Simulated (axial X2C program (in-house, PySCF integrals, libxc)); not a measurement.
Potential curves of NaTe, with spin–orbit coupling

Computed with an axial X2C code built on PySCF integrals. Two-component (2c) means X2C with spin–orbit coupling and atomic mean-field two-electron Coulomb and Gaunt terms. Basis: Te dyall-cv3z [11s12p8d4f1g], Na dyall-cv3z [9s8p5d2f] (cores contracted in-house); Gaussian nuclei, density fitting, unrestricted open shells. Masses: Te 129.906 u, Na 22.990 u.

State: Ω = 3/2 (⟨Sz⟩ = 0.50, ⟨Lz⟩ = 1.00 at PBE50). Energies in eV from the fragments at the same level (Te + Na). Fits are polynomials in 1 − R0/R over 0.85 to 1.23 times the lowest point R0.

| R (Å) | PBE50 | MP2 |
| --- | --- | --- |
| 2.4430 | -1.6662 | -1.4482 |
| 2.5553 | -1.8899 | -1.7093 |
| 2.6395 | -1.9850 | -1.8284 |
| 2.7238 | -2.0320 | -1.8973 |
| 2.8080 | -2.0427 | -1.9266 |
| 2.9063 | -2.0189 | -1.9223 |
| 3.0046 | -1.9667 | -1.8870 |
| 3.1309 | -1.8705 | -1.8089 |
| 3.2854 | -1.7239 | -1.6806 |
| 3.5100 | -1.4833 | -1.4590 |

Correlated methods: 7 electrons correlated (number of frozen shells: Te 4 s, 3 p, 2 d; Na 2 s, 1 p), 269 virtual spin orbitals or spinors in MP2.

The state is a single determinant with fixed occupations, the lowest that a limited PBE0 search found. De is counted from the lowest determinant-based energies of the atoms at the same level, without counterpoise correction. Density functionals use the spin component along the axis (collinear). The functionals have no current-density term, which raises determinants with orbital currents, atoms included. With the outer-core shells frozen, correlated bond lengths of heavy atoms tend to come out a few hundredths of an ångström too long. MP2 and coupled cluster on one determinant become unreliable at the stretched end.

What are Re, ωe and De at the PBE50 level?

At PBE50, 2c: Re = 2.793 Å, ωe ≈ 242 cm⁻¹, De = 2.04 eV to Te + Na; Be follows as 0.111 cm⁻¹.

What are Re, ωe and De at the MP2 level?

At MP2, 2c: Re = 2.845 Å, ωe ≈ 232 cm⁻¹, De = 1.93 eV to Te + Na; Be follows as 0.107 cm⁻¹.
